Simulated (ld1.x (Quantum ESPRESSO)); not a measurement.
What the settings do to the ultrasoft potential of Mn

Base potential:

| Property | Result |
| --- | --- |
| Element | Mn (Z = 25) |
| Generator | ld1.x (Quantum ESPRESSO) 7.5 |
| Type | ultrasoft |
| Functional | LDA (PZ) |
| Relativity | scalar-relativistic |
| Frozen core | [Ar] |
| Valence charge | 7 |
| Reference configuration | 3d5 4s1.75 4p0.25 |
| Partial waves | 4s (bound): rcut 2.20, rcutus 2.95 bohr; 4s channel at 1.8 Ry: rcut 2.20, rcutus 2.95 bohr; 4p (bound): rcut 2.35, rcutus 2.80 bohr; 4p channel at 4.35 Ry: rcut 2.35, rcutus 2.80 bohr; 3d (bound): rcut 1.25, rcutus 1.70 bohr; 3d channel at 0.2 Ry: rcut 1.25, rcutus 1.70 bohr |
| Local potential | all-electron potential smoothed inside 1.65 bohr (lloc = -1) |
| Core correction | Bessel-smoothed model core inside 0.80 bohr |
| Augmentation charge | PSQ, inside the norm-conserving radii |

All-electron outer shells of the reference configuration (LDA (PZ), scalar-relativistic, ld1.x):

```
shell  level (eV)  outermost node (bohr)  outermost maximum (bohr)
   3s      -85.83                   0.34                      0.74
   3p      -54.91                   0.31                      0.75
   3d       -7.42                      –                      0.75
   4s       -5.56                   1.05                      2.47
   4p       -1.70                   1.16                      3.34
```

Cutoffs, loose and tight: the cutoffs (Ry, on a coarse ladder) from which the occupation-weighted sum of valence levels, in a spherical-Bessel basis at the reference potential, stays within 10 and 1 mRy of its value at 400 Ry. They do not see the model core or the augmentation charge, which bear on the density cutoff. Test errors are all-electron minus pseudo excitation energies from the reference, over the configurations 3d5 4s2 4p0; 3d5 4s1 4p0; 3d5 4s0 4p0; 3d6 4s1 4p0; 3d4 4s2 4p0; 3d5 4s1 4p1; 3d5 4s0 4p1 (two spin-polarised tests are not counted in the largest error). A dash means not determined; rows that change the core or the reference have their own tests. The largest error is taken over the tests solved by every variant that gives reliable tests at all: 3d4 4s2 4p0; 3d5 4s0 4p0; 3d5 4s0 4p1; 3d5 4s2 4p0.

A true bound ghost makes a file unfit for plane-wave use even where its test errors are small: the radial tests pick states by their node count and pass the ghost by. Where a test does run into it, the solver fails or the error is huge.

Cutoffs are not given where the Bessel-basis levels miss the radial ones by over 6 mRy, ghosts where they miss by over 20 mRy; a channel whose overlap is not positive is not tested.

A file whose overlap is not positive is unfit for use, and its test errors describe a broken file.

```csv
change,outcome,"cutoff, loose","cutoff, tight",bound ghosts,largest test error (meV)
base,generated,35 Ry,55 Ry,none,+131
type PAW; local potential all-electron potential smoothed inside 1.75 bohr (lloc = -1),generated,35 Ry,55 Ry,none,-144
local potential all-electron potential smoothed inside 1.70 bohr (lloc = -1),generated,35 Ry,55 Ry,none,+93
reference 3d5 4s2 4p0,generated,35 Ry,55 Ry,none,-1451 over the solved tests; test run stopped at test 8 of 9 (negative rho)
local potential all-electron potential smoothed inside 1.18 bohr (lloc = -1),"generated, overlap not positive",–,–,not determined (overlap not positive),-38
"waves 4s (bound): rcut 2.20, rcutus 3.60 bohr; 4s channel at 1.8 Ry: rcut 2.20, rcutus 3.60 bohr",generated,35 Ry,55 Ry,none,-303
"waves 4p (bound): rcut 2.35, rcutus 3.28 bohr; 4p channel at 4.35 Ry: rcut 2.35, rcutus 3.28 bohr",generated,35 Ry,55 Ry,none,+133
```

(1) What comes out with this change to the base: core correction Bessel-smoothed model core inside 1.86 bohr?

(2) What comes out with this change to the base: wave 4s channel at 1.8 Ry: rcut 2.20, rcutus 2.95 bohr becomes 4s channel at -0.25 Ry: rcut 2.20, rcutus 2.95 bohr?

(3) What comes out with this change to the base: all radii but the core radius scaled by about 1.17 (s 3.46, p 3.28, d 2.00 bohr, rcut 2.58/2.76/1.46); local potential all-electron potential smoothed inside 1.94 bohr (lloc = -1)?

## Answers

(1) outcome: generated; cutoff, loose: 35 Ry; cutoff, tight: 55 Ry; bound ghosts: none; largest test error (meV): +150.

(2) outcome: generated; cutoff, loose: 35 Ry; cutoff, tight: 55 Ry; bound ghosts: s; largest test error (meV): -426.

(3) outcome: generated; cutoff, loose: 25 Ry; cutoff, tight: 40 Ry; bound ghosts: none; largest test error (meV): test run stopped at test 1 of 9 (negative rho).
